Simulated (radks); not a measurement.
Effect of the nuclear size on the iron ion Fe15+, [Ne] 3s1. All-electron calculation, Dirac Kohn-Sham, BLYP, spin-unpolarised, spherical densities, finite nucleus; Fermi nuclear charge, rms radius 3.7377 fm. Program: a radial shooting solver on a logarithmic mesh with Libxc functionals. The rms radius is varied about that value; shifts are against it.

| rms radius (fm) | total energy shift (eV) | density at nucleus (e/bohr^3) | 1s1/2 shift (meV) | 2s1/2 shift (meV) | 2p1/2 shift (meV) | 3s1/2 shift (meV) | 4s1/2 (empty) shift (meV) |
|---|---|---|---|---|---|---|---|
| 3.2892 | -0.0250 | 1.518e+04 | -10.6 | -0.983 | 0.104 | -0.215 | -0.081 |
| 3.6144 | -0.00718 | 1.512e+04 | -3.05 | -0.282 | 0.030 | -0.062 | -0.023 |
| 3.7377 | 0 | 1.51e+04 | 0.000 | 0.000 | 0.000 | 0.000 | 0.000 |
| 3.8685 | 0.00787 | 1.508e+04 | 3.34 | 0.309 | -0.033 | 0.068 | 0.026 |
| 4.5749 | 0.0549 | 1.497e+04 | 23.3 | 2.16 | -0.227 | 0.472 | 0.178 |

Slopes of the eigenvalues against <r^2> in GHz/fm^2, as finite differences over the two radii next to the reference (eigenvalue slopes, not the field-shift constants of lines): 1s1/2 813, 2s1/2 75.2, 2p1/2 -7.93, 3s1/2 16.5, 4s1/2 (empty) 6.20.
